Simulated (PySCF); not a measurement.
# Electron correlation in Re (rhenium, neutral)

[Xe] 4f14 5d7, high-spin 4F determinant (an excited configuration). All numbers are calculated (PySCF 2.14, a scalar-relativistic core potential, in def2-TZVPPD with the def2 core potential (60 electrons)). Frozen: nothing; 15 electrons correlated.

```json
{"level": "CCSD", "correlation energy (mhartree)": "-385.25"}
{"level": "(T)", "correlation energy (mhartree)": "-28.46"}
{"level": "CCSD(T)", "correlation energy (mhartree)": "-413.71"}
```

Diagnostics: T1 = 0.0081, D1 = 0.0172, largest double amplitude 0.133.

Spin-orbit coupling, absent here, splits the open shell strongly.

Cost of the coupled-cluster step: of the order of 19 core-seconds, for 15 correlated electrons.

The basis has no tight functions for the innermost shells, so their pair energies are far from complete.

This basis was not built for core-valence correlation, so the inner-shell part is incomplete.
